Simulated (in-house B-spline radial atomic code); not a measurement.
A fraction x of an electron is removed from 3d in Ru³⁺, starting from [Kr] 4d5 and keeping the highest spin. Computed with a radial B-spline atomic code at the basis-set limit: non-relativistic HSE06, spin-polarised, spherical fractional occupations, point nucleus.

Caution: exact exchange at fractional occupations of open shells leaves self-interaction of up to several eV.

| x | E(x) - E(0) (eV) | 3d down level (eV) |
| --- | --- | --- |
| 0 | 0.0000 | -319.705 |
| 0.03 | 9.6066 | -320.738 |
| 0.13 | 41.8532 | -324.198 |
| 0.26 | 84.2933 | -328.730 |
| 0.38 | 123.9937 | -332.948 |
| 0.5 | 164.2021 | -337.198 |
| 0.58 | 191.2921 | -340.049 |
| 0.68 | ? | ? |
| 0.84 | ? | ? |
| 0.89 | 298.4351 | -351.228 |
| 1 | 337.2908 | -355.244 |

(1) What belongs in the row x = 0.68?

(2) What belongs in the row x = 0.84?

(3) Check Janak's theorem between x = 0.03 and 0.13.

Results:

(1) An energy change of 225.4760 eV; 3d down at -343.633 eV.

(2) An energy change of 280.9191 eV; 3d down at -349.412 eV.

(3) The slope of the energy is 322.47 eV; the orbital levels give 322.47 eV (-ε of the emptying orbital, averaged over the two points).
